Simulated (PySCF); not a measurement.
# Electronic structure of Sr (strontium, neutral) at the UHF level

Configuration: [Kr] 4d1 5s1, high-spin 3D determinant (an excited configuration). All numbers are calculated (PySCF 2.14, scalar relativity by spin-free X2C-1e, in aug-cc-pVQZ-X2C (9s8p6d3f2g, 102 functions)).

```json
{"Total energy": "-3177.285371 hartree", "One-electron energy": "-4398.4431 hartree", "Hartree (Coulomb) energy": "1325.2319 hartree", "Exchange energy": "-104.0742 hartree", "⟨S²⟩": "2.0021", "⟨L²⟩": "6.018", "Sum of ⟨r⟩": "31.04 bohr", "Sum of ⟨r²⟩": "71.48 bohr²", "Traceless quadrupole moment −½Σ⟨3z² − r²⟩ along its main axis": "5.75 e·bohr²", "Langevin diamagnetic susceptibility": "-56.6 ×10⁻⁶ cm³/mol"}
```

```csv
shell,electrons,mean orbital energy (eV),spread (eV),"rms radius, mean of both spins (bohr)"
1s α,1,-16196.1,0,0.0450
1s β,1,-16196.1,0,0.0450
2s α,1,-2260.0,0,0.187
2s β,1,-2260.0,0,0.187
2p α,3,-2002.7,0,0.166
2p β,3,-2002.6,0.037,0.166
3s α,1,-378.29,0,0.523
3s β,1,-378.21,0,0.523
3p α,3,-292.55,0.070,0.535
3p β,3,-292.51,0.100,0.535
3d α,5,-150.64,0.189,0.547
3d β,5,-150.57,0.118,0.547
4s α,1,-51.837,0,1.46
4s β,1,-51.346,0,1.46
4p α,3,-28.914,0.214,1.69
4p β,3,-28.306,0.528,1.69
5s α,1,-5.126,0,4.94
4d α,1,-3.194,0,4.48
```

Densities and radii are taken from the X2C orbitals without a picture-change correction, which distorts them close to the nucleus.

Spin-orbit constants ζ (cm⁻¹) from the X2C one-electron operator on these orbitals: bare nucleus, nucleus screened by l(l+1)(2l+1)/3 electrons, and screened by the Breit-Pauli mean field of the electrons.

```json
{"shell": "2p", "bare": "375800", "screened nucleus": "356000", "mean field": "n/a"}
{"shell": "3p", "bare": "58040", "screened nucleus": "54980", "mean field": "n/a"}
{"shell": "3d", "bare": "7698", "screened nucleus": "5672", "mean field": "n/a"}
{"shell": "4p", "bare": "5795", "screened nucleus": "5490", "mean field": "n/a"}
{"shell": "4d", "bare": "126.8", "screened nucleus": "93.40", "mean field": "n/a"}
```

To first order the Landé constant is A = 46.70 cm⁻¹, so the lowest level has J = 1 and lies 0.0174 eV below the centre of the term. This holds in LS coupling only.
